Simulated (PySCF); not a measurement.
## Gas-phase XPS of `COBOC`, computed

Species: C2H7BO2.
Geometry (PBE0-D3(BJ)/def2-SVP, Å), atoms numbered from 1 in this order:
```
atom  x, y, z in Å
C1     2.3464    0.5162    0.2965
O2     0.9946    0.8054    0.5084
B3     0.0066    0.0062    0.0538
O4    -1.2653    0.3720    0.3184
C5    -2.3637   -0.3786   -0.1128
H6     2.8194    1.3340   -0.2704
H7     2.8647    0.4294    1.2649
H8     2.4878   -0.4251   -0.2619
H9     0.2538   -1.0091   -0.5719
H10   -2.9504   -0.7166    0.7563
H11   -2.0591   -1.2645   -0.6960
H12   -3.0172    0.2465   -0.7422
```

Method used: PySCF 2.14.0, delta-SCF UKS SCAN, pcX-2 on the ionised atom, pcseg-1 elsewhere, spin-free X2C. Each binding energy is the total energy of the core-ionised species, with the hole localised on one atom, minus that of the ground state; both are solved self-consistently, so orbital relaxation is included.

Question: List the computed XPS lines with their assignment.

Answer: 
```
atom(s)             environment  level  binding energy (eV)  count
  C1/C5          methoxy carbon   C 1s               292.50      2
  O2/O4      boron-bound oxygen   O 1s               538.53      2
     B3  three-coordinate boron   B 1s               196.99      1
```

Question: Which photon energy gives electrons from O 1s of O2 (atom 2)/O4 a kinetic energy of 20 eV, and what is their de Broglie wavelength?

Answer: hν = 538.53 + 20 = 558.53 eV, recoil neglected; λ = 12.264 Å/√(E/eV) = 2.74 Å.

The first atom of each set that the bonding makes equivalent was ionised and stands for the set. The structure is a single PBE0-D3(BJ)/def2-SVP conformer in the gas phase; no vibrational or solvent corrections.
